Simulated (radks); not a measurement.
Values are calculated unless marked as measured or tabulated.
Question: Coherent X-ray form factor from a spherical all-electron density. Code: a radial shooting solver on a logarithmic mesh with Libxc functionals. Model: non-relativistic Kohn-Sham, PBE, spin-polarised, spherical densities, point nucleus.

sin(theta)/lambda (1/angstrom),f0 (electrons)
0.05,17.721
0.1,16.933
0.15,15.772
0.2,14.411
0.25,13.016
0.3,11.712
0.4,9.624
0.5,8.249
0.6,7.368
0.8,6.201
1,5.178
1.25,3.976
1.5,3.014
2,1.897

The species is in the configuration that NIST lists as its ground one. Which atom or ion scatters so?

Answer: The calcium ion Ca2+, [Ar]. Extrapolating in s^2 from the first two rows gives f0(0) = 18.0, near the electron count 18; among species with that count, the fall with angle is slower the higher Z, and the table is that of Z = 20; from so few rows the species is fixed only to a neighbour or two.
